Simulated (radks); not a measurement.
The numbers below are computed, except where a source is named.
Question: Spherical quantum dot in the effective-mass picture: electrons in a parabolic well V = omega^2 r^2 / 2 with omega = 0.242, all in effective atomic units (hartree* = m*/eps^2 hartree, bohr* = eps/m* bohr), one dielectric constant everywhere. Level of theory: non-relativistic Kohn-Sham, exchange-only LDA, spin-polarised, spherical densities (a radial shooting solver with Libxc functionals). Levels are named by radial order and angular momentum (1s, 1p, 1d, 2s, ...), and open shells are averaged over m. Results are scaled to m* = 0.066 and eps = 16.7, for which hartree* = 6.44 meV and bohr* = 13.39 nm. At N = 8 the configuration is 1s2 1p6. Does electron 9 go into 1d up or 2s up?

Answer: Into 1d up. The total energies of the other choices lie higher by 0.320 meV (2s up).
